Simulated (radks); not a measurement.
The numbers below are computed, except where a source is named.
Question: Ionisation of the cerium ion Ce3+, [Xe] 4f1, to Ce4+, [Xe], under several functionals. Scalar-relativistic Kohn-Sham, spin-unpolarised, spherical densities, point nucleus; a radial shooting solver on a logarithmic mesh with Libxc functionals. Known Delta-SCF values: Wu-Cohen GGA 37.835 eV. What does RPBE give, and what is its highest occupied eigenvalue?

Answer: 37.691 eV by Delta-SCF; the 4f eigenvalue is -28.576 eV. NIST: 36.91 eV (semi-empirical).

Beside tabulated values, note that spin-unpolarised runs miss the spin-polarisation part of the exchange energy of open shells.
